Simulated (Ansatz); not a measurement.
```yaml
crystal:
  periodic: [false, false, false]
  atoms:
    - {symbol: O, position_ang: [-0.734214, -0.826662, 0.474458]}
    - {symbol: Mo, position_ang: [0.013204, -0.003456, 0.017286]}
    - {symbol: O, position_ang: [0.749341, 0.798474, -0.374447]}
    - {symbol: O, position_ang: [-0.183307, -0.572877, -1.062858]}
    - {symbol: O, position_ang: [-0.720155, 0.797589, -0.191288]}
    - {symbol: F, position_ang: [1.142291, -0.643505, 0.185741]}
    - {symbol: F, position_ang: [0.077498, 0.286024, 1.100370]}
    - {symbol: H, position_ang: [-0.650753, -0.971071, 1.227311]}
    - {symbol: H, position_ang: [1.307564, 0.783150, -0.282479]}
    - {symbol: H, position_ang: [-0.359500, -1.309817, -1.076763]}
    - {symbol: H, position_ang: [-0.678758, 1.356265, -0.278870]}
basis:
  gaussian: {orbitals: STO-3G}
hamiltonian: {xc: {name: LC-wPBE}}
scf: {lower_state_search: off}
```

```sh
$ ansatz run in.yaml --threads 8 --pin off --events-out ev --progress --plain --max-ram 20889MiB
```

Output, abridged:

```
Functional definition: LC-wPBE
  name "LC-wPBE"
  cite "Vydrov & Scuseria, J. Chem. Phys. 125, 234109 (2006) doi:10.1063/1.2409292"
  cite "Heyd & Scuseria, J. Chem. Phys. 120, 7274 (2004) doi:10.1063/1.1668634"
  cite "Ernzerhof & Perdew, J. Chem. Phys. 109, 3313 (1998) doi:10.1063/1.476928"
  cite "Perdew, Burke & Ernzerhof, Phys. Rev. Lett. 77, 3865 (1996) doi:10.1103/PhysRevLett.77.3865"
  parent pbe
  parameter omega = 0.4/bohr
  exchange = pbe_x_sr(omega) + exact_x_lr(omega)
  correlation = pbe_c
these checks for a lower state are left out or cut short: stability, starts, cluster_reference, orbital_swaps, neighbouring_geometries, increment
859 factors; integrals over basis functions are off by at most 1.6e-4 eV
246 factors; integrals over basis functions are off by at most 1.5e-6 eV
mean field evaluation 1: about -120372.0075 eV, gradient 4.6e1 eV
mean field evaluation 2: about -120375.6451 eV, gradient 2.6e1 eV
mean field evaluation 4: about -120376.9693 eV, gradient 1.4e0 eV
mean field evaluation 8: about -120376.9498 eV, gradient 1.6e-1 eV
mean field evaluation 16: about -120376.9502 eV, gradient 1.8e-4 eV
mean field -120376.95015924 eV, -4423.7713239246 hartree, gradient 5.6e-6 eV, S^2 0.000000; 0 other end points of the search recorded, 0 dependent functions left out
reference -120376.95015924 eV, -4423.7713239248 hartree; 48, 48 occupied and 13, 13 virtual orbitals, 859 factors
Total energy: -120376.95015924 eV, -4423.7713239248 hartree
Checks for a lower state left out: stability, starts, cluster_reference, orbital_swaps, neighbouring_geometries, increment
```

Q: What is wrong with this run?

A: The geometry is squeezed to about two thirds of its size. Self-consistency was reached. The result belongs to that input, not to the molecule as meant.
